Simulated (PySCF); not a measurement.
Computed spin Hamiltonian

Compound: C8H8S (charge -1 and doublet state).
Geometry (GFN2-xTB, Å), atoms numbered from 1 in this order:
```xyz
17
C8H8S angstrom
C      3.9099    0.1185   -0.1928
C      2.4681    0.0301   -0.0262
C      1.2712   -0.0247    0.1148
C     -0.1280   -0.2210    0.2646
C     -0.6406   -1.4734    0.1966
S     -0.1431   -3.0113   -0.0204
C     -0.9303    0.9543    0.4842
C     -2.2604    1.0156    0.6544
C     -3.1645   -0.1768    0.6426
H      4.1705    0.8945   -0.9196
H      4.3055   -0.8354   -0.5507
H      4.3979    0.3585    0.7573
H     -0.3697    1.8867    0.5113
H     -2.7311    1.9803    0.8121
H     -2.8655   -0.8925    1.4116
H     -4.2031    0.1129    0.8113
H     -3.0938   -0.7041   -0.3115
```

The hyperfine couplings belong to this conformer and change with its torsions.

The species is `CC#CC(=[C]\[S-])/C=C\C` [radical] (charge -1).

Method: PySCF, UKS B3LYP, pcH-1 on C H S, non-relativistic, mean-field spin-orbit, GIAO. GFN2-xTB frequencies show an imaginary mode (105i cm⁻¹), so this geometry is no minimum at that level. Whether the extra electron is bound in the gas phase wasn't checked; a finite basis holds it in any case. Couplings are sensitive to structure, and on GFN2-xTB geometries they can be far from those on DFT ones, by a factor of two or more for some ions and for spin on atoms past the first row. The SCF solution wasn't tested for stability.

```
g1, g2, g3        : 1.99725, 2.00195, 2.00825
g_iso             : 2.00248
Form of g         : rhombic: the two nearest values differ by 43 % of g3 − g1
⟨S²⟩              : 0.7578 (exact 0.7500)
α and β electrons : 37, 36
Total energy      : -707.80245 Eh
```

Hyperfine couplings atom by atom, in G; T1 to T3 are the principal values of the dipolar part (MHz turned into gauss with g_iso; 10 G = 1 mT):

```csv
atom,isotope,a_iso,of which spin–orbit,T1,T2,T3,Mulliken spin population
C1,13C,0.1,0.0,-0.1,0.0,0.1,0.00
C2,13C,4.2,0.0,-1.8,0.3,1.5,0.01
C3,13C,23.2,0.0,-1.1,-0.7,1.8,0.03
C4,13C,20.7,0.0,-3.8,-0.5,4.3,-0.07
C5,13C,91.6,-0.1,-21.7,-17.7,39.3,0.66
S6,33S,4.0,0.0,-12.3,-10.3,22.6,0.35
C7,13C,8.5,0.0,-0.9,0.0,0.9,0.03
C8,13C,-1.1,0.0,-1.8,0.6,1.2,-0.03
C9,13C,7.4,0.0,-0.5,-0.4,0.9,0.01
H10,1H,-0.3,0.0,-0.2,-0.1,0.3,0.00
H11,1H,0.8,0.0,-0.2,-0.2,0.4,0.00
H12,1H,-0.9,0.0,-0.2,-0.1,0.3,0.00
H13,1H,-0.5,0.0,-0.7,-0.6,1.3,0.00
H14,1H,0.7,0.0,-0.4,0.0,0.4,0.00
H15,1H,1.0,0.0,-2.1,-1.0,3.1,0.00
H16,1H,5.7,0.0,-0.5,-0.5,1.0,0.01
H17,1H,0.9,0.0,-2.1,-1.0,3.0,0.00
```

Largest spin populations (Mulliken): C5 (+0.66), S6 (+0.35) and C4 (-0.07).

Under fast tumbling the dipolar parts average out, and these isotropic splittings remain: 3 × 1H (H15/H16/H17, I = 1/2, 4 lines) with 0.25 mT, 1 × 1H (H14, I = 1/2, 2 lines) with 0.07 mT and 1 × 1H (H13, I = 1/2, 2 lines) with 0.05 mT.

Means are taken over nuclei equivalent by connectivity, which assumes that they swap fast. The three 1H nuclei of mean +7.0 MHz run from 2.5 to 15.9 MHz in the frozen geometry.

The 33S coupling of S6 (11.3 MHz) shows only in satellite lines or after enrichment, since that isotope makes up about 0.76 % of natural sulfur.

The 13C coupling of C5 (256.7 MHz) shows only in satellite lines or after enrichment, since that isotope makes up about 1.07 % of natural carbon.

The spin density at the nucleus, in bohr⁻³, is negative for C8 (-0.0028), for instance. A restricted open-shell determinant has no negative spin density anywhere; here it arises because α and β orbitals differ (spin polarisation).
